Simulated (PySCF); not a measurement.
Si(Cl)2(OH)(SH) (Cl₂H₂OSSi), SMILES O[Si](S)(Cl)Cl.

Geometry: PBE0-D3(BJ)/def2-SVP. The structure was generated by enumeration, and PubChem lists no compound with its InChIKey, so it may never have been made. Other conformers were not sampled.

Method: TDA-PBE/def2-SVPD (PySCF).

Vertical excitations. 

Computed lowest excited states:
| state | energy (eV) | λ (nm) | f | main pairs |
|---|---|---|---|---|
| S1 | 5.66 | 219 | 0.014 | HOMO→LUMO 98 % |
| S2 | 6.08 | 204 | 0.005 | HOMO→LUMO+1 99 % |
| S3 | 6.35 | 195 | 0.010 | HOMO→LUMO+2 93 % |
| S4 | 6.66 | 186 | 0.004 | HOMO−1→LUMO 98 % |
| S5 | 6.93 | 179 | 0.019 | HOMO→LUMO+3 84 % |
| S6 | 6.95 | 179 | 0.003 | HOMO−1→LUMO+1 98 % |
| S7 | 6.99 | 177 | 0.008 | HOMO−2→LUMO 71 %, HOMO→LUMO+4 19 % |
| S8 | 7.06 | 175 | 0.006 | HOMO→LUMO+4 49 %, HOMO−3→LUMO 29 %, HOMO−2→LUMO 18 % |
| S9 | 7.25 | 171 | 0.056 | HOMO−2→LUMO+1 43 %, HOMO−3→LUMO 36 %, HOMO→LUMO+4 11 % |
| S10 | 7.32 | 169 | 0.024 | HOMO−2→LUMO+1 31 %, HOMO−1→LUMO+2 30 %, HOMO−4→LUMO 21 %, HOMO−3→LUMO 9 % |
| T1 | 5.37 | 231 | 0 | HOMO→LUMO 97 % |
| T2 | 5.66 | 219 | 0 | HOMO→LUMO+1 97 % |
| T3 | 6.09 | 204 | 0 | HOMO→LUMO+2 96 % |
| T4 | 6.42 | 193 | 0 | HOMO−1→LUMO 99 % |
Triplets are in the Tamm–Dancoff approximation.
